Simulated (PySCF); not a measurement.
Method: B3LYP-D3(BJ)/def2-TZVP // TPSS-D3(BJ)/def2-SVP (PySCF 2.14.0). All species are isolated molecules in the gas phase. One relaxed conformer stands for a flexible species; it need not be the lowest. B3LYP has the VWN-RPA correlation part, as in Gaussian. 

Reference species: [Cu(NH3)(OH)] (neutral, multiplicity 1).

```json
{
 "LUMO": "-0.96 eV",
 "HOMO–LUMO gap": "4.46 eV",
 "mean_distance_from_the_central_atom_to_its_bonded_neighbours": "1.854 Å"
}
```

Changed species: [Cu(CNH)(H)] (L = CNH, X = H; the reference has L = NH3, X = OH).

What does the change do to the LUMO, HOMO–LUMO gap and mean distance from the central atom to its bonded neighbours?

the LUMO decreases by 0.67 eV, to -1.63 eV; the HOMO–LUMO gap increases by 0.09 eV, to 4.55 eV; the mean distance from the central atom to its bonded neighbours falls by 0.174 Å, to 1.680 Å.
